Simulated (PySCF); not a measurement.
C3H6NO, SMILES CC([N]C)=O, multiplicity 2.

The structure is a stationary point at B3LYP-D3(BJ)/def2-SVP. The isomer is the one that the SMILES or the coordinates give; other isomers of the formula were not compared.

All values below come from PBE/def2-TZVP (PySCF).

The molecule is in vacuum.

Computed frontier levels, dipole moment and polarisability:
```
Item                                                                                                             Value
---------------------------------------------------------------------------------------------  -----------------------
α spin, highest occupied and lowest empty level                                                     -6.17 and -1.04 eV
β spin, highest occupied and lowest empty level                                                     -5.94 and -4.83 eV
dipole moment                                                                                                   1.99 D
quadrupole, principal values (traceless, Buckingham form, about the centre of nuclear charge)    -7.88, 0.10, 7.79 D·Å
mean static polarisability                                                                        52.0 bohr³ (7.71 Å³)
polarisability, principal values                                                                37.6, 51.1, 67.5 bohr³
⟨S²⟩                                                                                           0.755 (pure state 0.75)
```
